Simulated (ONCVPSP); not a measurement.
# sulfur, ONCV: configuration errors across variants

```
Element                 : S
Generator               : ONCVPSP 4.0.1
Type                    : optimised norm-conserving Vanderbilt (ONCV)
Functional              : Wu-Cohen
Relativity              : non-relativistic
Frozen core             : [Ne]
Valence charge          : 6
Reference configuration : 3s2 3p4
Partial waves           : 3s: rc 1.40 bohr, ncon 4, nbas 8, qcut 5.6 1/bohr, 3 projectors, debl 0.7 Ha; 3p: rc 1.45 bohr, ncon 5, nbas 9, qcut 5.3 1/bohr, 2 projectors, debl 3.7 Ha; d scattering state at 0.19 Ha: rc 1.50 bohr, ncon 4, nbas 7, qcut 7.6 1/bohr, 2 projectors, debl 2.3 Ha
Local potential         : polynomial inside 1.25 bohr (lpopt 5, dvloc0 0 Ha)
Core correction         : Teter function, fcfact 5.5, rcfact 1.35
```

All-electron excitation energies from the reference (eV): (1) 3s2 3p3 11.759; (2) 3s2 3p2 34.043; (3) 3s2 3p1 68.101; (4) 3s1 3p5 10.160.

2 further variants failed, have other tests or another functional or relativity, and are left out.

A true bound ghost makes a file unfit for plane-wave use even where its test errors are small: the radial tests pick states by their node count and pass the ghost by.

Errors AE − PS in meV (a dash: test not solved or not reliable):

```tsv
change	(1)	(2)	(3)	(4)	bound ghosts	GHOST(+) flags above zero
base	+1.7	+12	+45	+0.1	s	s
s: nproj 1	+2.8	+20	+74	+0.2	none	none
core correction Teter function, fcfact 5.5, rcfact 1.84	0.0	-9.6	-73	-2.7	s	s
d: rc 1.74	+1.7	+12	+45	+0.1	s	s
s: qcut 6	+1.6	+12	+44	+0.4	s	s
all radii but the core radius scaled by about 0.80 (s 1.12, p 1.16, d 1.20 bohr); local potential polynomial inside 1.00 bohr (lpopt 5, dvloc0 0 Ha)	+1.4	+9.0	+30	+0.4	s, p	s, p
core correction Teter function, fcfact 1.4, rcfact 1.35	+1.4	+12	+51	+0.7	s	s
```

**Question.** Give the same row for: s: rc 1.96.

**Answer.** +2.5, +18, +66, -7.0; bound ghosts: none; GHOST(+) flags above zero: s.
